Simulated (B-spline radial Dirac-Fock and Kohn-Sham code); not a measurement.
Z = 10 (neon), transition energy 1740 keV. Calculated with a radial B-spline solver, using a Dirac-Hartree-Slater potential of the neutral atom with a Latter tail (no hole, which puts coefficients of high multipoles low close above an edge), finite nucleus with surface currents. Subshells that would emit electrons below 1 keV are left out, and so is internal pair formation.

Q: A pure transition shows α(K) = 3.39e-06, L1/L2 = 2620 and L1/L3 = 1380. What is its multipolarity?
A. M4
B. E1
C. M2
D. E2
E. E3
F. E4
G. M3
H. M1

A: D. For comparison, α(K), L1/L2, L1/L3 are E1 1.97e-06, 4590, 1200; E3 5.58e-06, 1550, 1420; E4 9.04e-06, 987, 1340; M1 2.88e-06, 3120, 1820; M2 4.77e-06, 1940, 2300; M3 7.76e-06, 1320, 2340; M4 1.25e-05, 952, 1890.
